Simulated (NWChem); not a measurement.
System: CH$_{3}$ClOSi, singlet; SMILES CO[Si]Cl

Input file for NWChem:

```
start job
memory heap 200 mb stack 900 mb global 1100 mb
geometry units angstroms noautoz
  Si     1.127177     0.120320    -0.000310
  Cl    -0.487722     1.505819     0.000044
  O      0.339752    -1.326480     0.000232
  C     -0.991694    -1.776848     0.001232
  H     -1.702758    -0.935626    -0.002419
  H     -1.164630    -2.401805    -0.888614
  H     -1.165841    -2.394815     0.895683
end
basis spherical
  * library def2-svp
end
dft
  xc b3pw91
  iterations 150
  mulliken
end
task dft energy
```

Low-valent species are run as closed-shell singlets; no triplet was tried in these runs. Geometry: optimised at PBE0/def2-SVP.

Q: What results follow from this input? (B3PW91/def2-SVP.) Quantities: energy (Ha); highest occupied level (eV); orbital gap (eV); dipole (D).

A: The energy (Ha) comes out as -864.44 and the highest occupied level (eV) is -7.25. The orbital gap (eV) comes out as 5.25 and the dipole (D) comes out as 1.70.
